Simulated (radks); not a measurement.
Spherical quantum dot in the effective-mass picture: electrons in a well V = -V0 / (1 + exp((r - R)/a)) with V0 = 7.97, R = 6.87, a = 0.74, with a point charge +2 (a donor) at the centre, all in effective atomic units (hartree* = m*/eps^2 hartree, bohr* = eps/m* bohr), one dielectric constant everywhere. Calculated with a radial shooting solver with Libxc functionals: non-relativistic Kohn-Sham, PBEsol, spin-polarised, spherical densities. Levels are named by radial order and angular momentum (1s, 1p, 1d, 2s, ...), and open shells are averaged over m.

N = 8, configuration 1s2 1p(up 3, down 1) 2s2. This is the lowest configuration that the search found. Occupied and some empty levels:

level    occupation  eigenvalue (hartree*)  <r> (bohr*)
1s up             1                -6.7382        1.149
1s down           1                -6.7307        1.109
2s up             1                -6.3430        3.436
1p up             3                -6.3144        3.567
2s down           1                -6.3131        3.474
1p down           1                -6.2809        3.575
1d up             0                -6.1352        3.884
1d down           0                -6.1025        3.895
1f up             0                -5.9178        4.115
1f down           0                -5.8865        4.125
2p up             0                -5.7492        3.230
2p down           0                -5.7217        3.213
1g up             0                -5.6651        4.308
1g down           0                -5.6351        4.318

Energy (hartree*): total -60.8580, kinetic 4.3702, external -73.106, Hartree 10.204, exchange-correlation -2.3267.

Electron density:

r (bohr*)  n(r) (e/bohr*^3)
0.295                 1.178
0.787                0.2054
1.28                0.04643
1.77                0.01872
2.26                0.01605
2.75                0.01741
3.25                0.01742
3.74                0.01460
4.23               0.009680
4.72               0.004754
5.22               0.001633
5.71              0.0003786
6.20             0.00005556
